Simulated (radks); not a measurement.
Values are calculated unless marked as measured or tabulated.
Coulomb parameter of the 5d shell of the tungsten ion W2+ in the model configuration [Xe] 4f14 5d3 6p1, as a second difference U = [E(n + 0.5) + E(n - 0.5) - 2 E(n)] / (0.5)^2 with all orbitals relaxed. "Bare": the charge of the atom changes with n. "Screened": the 6p shell takes up the change at fixed total charge, which measures U(5d,5d) + U(6p,6p) - 2 U(5d,6p). Level of theory: scalar-relativistic Kohn-Sham, PBEsol, spin-unpolarised, spherical densities, finite nucleus; Fermi nuclear charge, rms radius 5.3658 fm (a radial shooting solver on a logarithmic mesh with Libxc functionals).

case                   configuration  E - E(n) (eV)
start              [Xe] 4f14 5d3 6p1          0.000
bare +0.5        [Xe] 4f14 5d3.5 6p1        -10.272
bare -0.5        [Xe] 4f14 5d2.5 6p1         12.993
screened +0.5  [Xe] 4f14 5d3.5 6p0.5         -4.106
screened -0.5  [Xe] 4f14 5d2.5 6p1.5          4.526

U(bare) = 10.886 eV, U(screened by 6p) = 1.680 eV, against the Slater integral F0(5d,5d) = 13.692 eV with frozen orbitals.
